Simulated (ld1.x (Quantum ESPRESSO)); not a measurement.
An all-electron radial function and its pseudo partner (V)

Columns: radius, all-electron u(r) and pseudo u(r) of the 3s shell (level -71.71 eV) of vanadium in the configuration [Ne] 3s2 3p6 3d3 4s1.75 4p0; BLYP, scalar-relativistic, PAW scheme, ld1.x (Quantum ESPRESSO) 7.5.

```tsv
r (bohr)	all-electron	pseudo
0.085	0.0177	0.1940
0.170	-0.5423	0.3812
0.255	-0.5411	0.5553
0.340	-0.1983	0.7104
0.425	0.2312	0.8418
0.510	0.6095	0.9461
0.595	0.8859	1.0211
0.680	1.0559	1.0662
0.765	1.1341	1.0821
0.850	1.1426	1.0711
0.935	1.1026	1.0362
1.020	1.0320	0.9816
1.105	0.9446	0.9120
1.190	0.8500	0.8322
1.275	0.7549	0.7472
1.360	0.6635	0.6614
1.445	0.5783	0.5783
1.530	0.5006	0.5010
1.615	0.4310	0.4311
1.700	0.3693	0.3693
1.785	0.3152	0.3152
1.870	0.2681	0.2681
1.955	0.2274	0.2274
2.040	0.1924	0.1924
2.125	0.1624	0.1624
2.210	0.1369	0.1369
```

Task: How many radial nodes do the two functions have?

Result: The all-electron 3s function has n − l − 1 = 2; the pseudo-wave has 0, since the states of the same l below it are removed with the core.

Task: At about which radius was the pseudo-wave matched?

Result: 1.70 bohr. The columns agree to 0.0005 from 1.45 bohr on; several derivatives are matched, so the curves merge somewhat inside the radius.

Task: Is the pseudo-wave norm-conserving?

Result: No, it belongs to a PAW set: the norm inside the radius is not constrained, and the difference is carried by the augmentation charge.
